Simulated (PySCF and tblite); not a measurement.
Values are calculated unless marked as measured or tabulated.
System: C2H3F3O2Si, numbered as in [O:1]=[C:2]([O:3][SiH3:4])[C:5]([F:6])([F:7])[F:8].

For the rotation about the C2–O3 bond (torsion O1–C2–O3–Si4 from 0° to 172°, rising): electronic barrier 6.94 kcal/mol, zero-point change -0.21 kcal/mol, thermal and entropy terms at 200 K a further 0.31 kcal/mol (symmetry numbers apart). The minimum is Cs, the saddle C1. The path came from a restrained scan, a climbing-image band and a saddle search at GFN2-xTB; energies are PBE0/pcSseg-1 + D3(BJ)//GFN2-xTB, thermal terms GFN2-xTB. Rates follow Eyring's equation with the number of equivalent paths and no tunnelling. Run with tblite and PySCF.

How many equivalent paths lead out of the minimum?

2: the symmetry number of the minimum is 1, that of the saddle displaced along its mode 1, and the displaced saddle is chiral while the minimum is not, which doubles the count.

Work out the rate at 200 K.

ΔG‡ = 7.04 kcal/mol; k_B T/h = 4.2×10¹² s⁻¹; exp(−ΔG‡/RT) = 2×10⁻⁸; times 2 gives k = 1.7×10⁵ s⁻¹. Wigner's tunnelling factor for the 64i cm⁻¹ mode would be 1.01.
